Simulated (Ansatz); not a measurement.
The same path of ClH + H4OSn (8 atoms, charge 0, multiplicity 1) was run 3 times with different band settings. Lost on the way: Sn1–H2, Cl7–H8. Made: Sn1–Cl7, H2–H8.

All numbers below come from RKS PBE0-D4/def2-SVP in Ansatz.

Relaxed end points:

```xyz
8
Properties=species:S:1:pos:R:3
Sn -0.373 -0.224 -0.013
H -0.723 -0.584 1.618
O 1.612 0.164 -0.164
H 2.178 -0.604 -0.018
H -1.083 1.198 -0.610
H -0.628 -1.579 -1.029
Cl 1.574 2.317 1.794
H 1.811 1.367 0.877
```

```xyz
8
Properties=species:S:1:pos:R:3
Sn -0.364 0.499 -0.629
H 2.167 -0.488 2.506
O 1.484 -0.177 -0.781
H 1.833 -0.486 0.064
H -0.614 1.441 -2.023
H -1.465 -0.762 -0.290
Cl -0.403 1.912 1.262
H 1.729 0.116 2.346
```

Common settings: optimiser quadratic models (default); start path through a guess of the saddle point; force threshold 0.05 eV/Å; iteration limit 60; end points relaxed.

| run | movable images | climbing image | spring |
| --- | --- | --- | --- |
| 1 | 9 | yes | 5.0 eV/Å² |
| 2 | 6 | no | 5.0 eV/Å² |
| 3 | 9 | yes | 0.5 eV/Å² |

Task: What does each run give, and how far can it be trusted?

Result: Run 1: converged after 25 iterations, highest image 1.545 eV above the first end. Neighbouring images differ by up to 1.4 eV, so the band resolves the path poorly. A vibrational analysis at the climbing image gives one clearly imaginary mode, 1021i cm⁻¹: a first-order saddle point.
Run 2: converged after 17 iterations, highest image 0.773 eV above the first end. No image climbed, so the highest image needn't sit at the top of the path. A band with more images between the same ends climbed to 1.55 eV, so this one has probably stepped over the top.
Run 3: converged after 17 iterations, highest image 1.546 eV above the first end. Neighbouring images differ by up to 1.5 eV, so the band resolves the path poorly. Another band between the same ends (9 images) ends at a top of the same energy, where a vibrational analysis finds 1 clearly imaginary mode.
The orbitals stay closed-shell, which can raise the energy where a bond breaks towards radicals; this wasn't checked here.
